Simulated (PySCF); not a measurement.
NICS in one family of compounds.

NICS is the negative of the GIAO shielding at a point without a nucleus: at the ring centre (0) and 1 Å above and below it (1); zz is the component along the ring normal. Level: GIAO PBE0/pcSseg-1 (PySCF, non-relativistic, gas phase) on the GFN2-xTB geometries, one conformer each. Atom numbers follow the mapped SMILES.

Problem. Order these rings by mean NICS(1)zz, lowest (most negative) first (ppm).
A. ring N5–C6–C7–N8–N9 in `[CH3:1][C:2]([CH3:3])([CH3:4])[n:5]1[cH:6][cH:7][n:8][n:9]1`
B. ring N5–C6–C7–N9–N10 in `[CH3:1][C:2]([CH3:3])([CH3:4])[n:5]1[cH:6][c:7]([Cl:8])[n:9][n:10]1`
C. ring C2–C3–N4–N5–N6 in `[CH3:1][c:2]1[cH:3][n:4][n:5][n:6]1[C:7]([CH3:8])([CH3:9])[CH3:10]`

Solution. A (-33.5), C (-31.6), B (-30.3).

```tsv
SMILES	ring	NICS(0)	NICS(1)	NICS(1)zz	HOMA	rms pucker (Å)	ring atoms with four or more neighbours
CC(C)(C)n1ccnn1	5-membered ring with 3 N; formal bonds all aromatic	-12.9	-13.3	-33.5	0.95	0.00	0
Cc1cnnn1C(C)(C)C	5-membered ring with 3 N; formal bonds all aromatic	-12.4	-12.9	-31.6	0.94	0.00	0
CC(C)(C)n1cc(Cl)nn1	5-membered ring with 3 N; formal bonds all aromatic	-12.7	-12.6	-30.3	0.96	0.00	0
```

NICS(0) gives another order. The isotropic NICS(1) gives the same order. HOMA uses Krygowski's 1993 parameters. NICS(1) and NICS(1)zz are means over the two faces.
